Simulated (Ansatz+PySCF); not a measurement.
**septet MnF: levels of theory in one basis**

```xyz
2

Mn    0.0000    0.0000    0.0000
F     0.0000    0.0000    1.9094
```

Basis set: def2-SVP (spherical functions). Frozen core: 6 orbitals. Correlation on ROHF uses semicanonical orbitals with singles. Charge 0, multiplicity 7.

Computed with Ansatz (development build ahead of 0.2.0); each method stands on the lowest determinant of its kind that the runs found.

| method | E − E(ROHF) (eV) | <S²> of the determinant |
| --- | --- | --- |
| ROHF | 0.00 | 12.00 |
| UHF | -0.02 | 12.00 |
| ROHF-MP2 | -10.82 | – |
| UHF-MP2 | -10.83 | 12.00 |

Question: Is a single determinant a sound starting point here?

Answer: By this sign, yes. Unrestricted orbitals gain 0.02 eV and <S²> is 12.00 against 12.00 for a pure state.
